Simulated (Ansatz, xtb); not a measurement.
## Relative energy of two structures of H2OSe

We compare I, a singlet given by its coordinates, with II, `O[SeH]`, a singlet. Both are isolated molecules in the gas phase, relaxed with BLYP-D3(BJ)/def2-SVP; the shapes shown needn't be the lowest conformers.

I (Å):

| atom | x (Å) | y (Å) | z (Å) |
| --- | --- | --- | --- |
| O | 0.1368 | 0.9067 | -0.8804 |
| Se | -0.4286 | -0.1858 | 0.2413 |
| H | 0.6992 | -1.2329 | 0.5074 |
| H | -0.0680 | 0.3507 | 1.6630 |

Close contacts (Å): O1–Se2 1.66, Se2–H3 1.56, Se2–H4 1.56.

II (Å):

| atom | x (Å) | y (Å) | z (Å) |
| --- | --- | --- | --- |
| O | -2.1342 | 1.4146 | -1.3872 |
| Se | -0.6050 | 0.4101 | -1.0719 |
| H | -2.4994 | 1.0500 | -2.2208 |
| H | -1.2418 | -0.6654 | -0.2336 |

Quicker runs give these differences E(II) − E(I): GFN2-xTB −0.933 eV; HF/STO-3G −4.812 eV (at GFN2-xTB geometries); r2SCAN-D4/def2-SVP −1.559 eV (at GFN2-xTB geometries).

Q: Estimate E(II) − E(I) at the level CCSD(T)/def2-TZVPP.

A: Calculated at CCSD(T)/def2-TZVPP: E(II) − E(I) = −1.517 eV, so structure II lies lower.

How the difference moves with the method:

```json
{"level": "GFN2-xTB", "geometry": "GFN2-xTB", "E(II) − E(I) (eV)": "−0.933", "departure from the last row (eV)": "+0.584", "job, with rough time for the two": "optimisation, 0.062 s"}
{"level": "HF/STO-3G", "geometry": "GFN2-xTB", "E(II) − E(I) (eV)": "−4.812", "departure from the last row (eV)": "−3.295", "job, with rough time for the two": "single point, 0.16 s"}
{"level": "r2SCAN-D4/def2-SVP", "geometry": "GFN2-xTB", "E(II) − E(I) (eV)": "−1.559", "departure from the last row (eV)": "−0.041", "job, with rough time for the two": "single point, 1 s"}
{"level": "BLYP-D3(BJ)/def2-SVP", "geometry": "BLYP-D3(BJ)/def2-SVP", "E(II) − E(I) (eV)": "−1.411", "departure from the last row (eV)": "+0.106", "job, with rough time for the two": "optimisation, 4 s"}
{"level": "HF/def2-TZVPP", "geometry": "BLYP-D3(BJ)/def2-SVP", "E(II) − E(I) (eV)": "−1.820", "departure from the last row (eV)": "−0.303", "job, with rough time for the two": "part of the CCSD(T) run"}
{"level": "MP2/def2-TZVPP", "geometry": "BLYP-D3(BJ)/def2-SVP", "E(II) − E(I) (eV)": "−1.510", "departure from the last row (eV)": "+0.008", "job, with rough time for the two": "part of the CCSD(T) run"}
{"level": "CCSD(T)/def2-TZVPP", "geometry": "BLYP-D3(BJ)/def2-SVP", "E(II) − E(I) (eV)": "−1.517", "departure from the last row (eV)": "", "job, with rough time for the two": "single point, 9 s"}
```

The levels shown agree on the order. The largest departure from CCSD(T)/def2-TZVPP is that of HF/STO-3G, 3.295 eV.

With harmonic frequencies from BLYP-D3(BJ)/def2-SVP (ideal gas, rigid rotor, one conformer each, 298.15 K, 1 atm): on the last row, ΔE + ΔZPE = −1.426, ΔH = −1.418, ΔG = −1.432 eV.

The correlated steps freeze 10 core orbitals; the filled d shell of Se is correlated, in a basis made for valence electrons. Mirror images aren't counted in ΔG. Run with Ansatz 0.2.0, xtb 6.7.1; the last row on 1 thread of Intel(R) Xeon(R) 6975P-C (Granite Rapids) on a shared host.
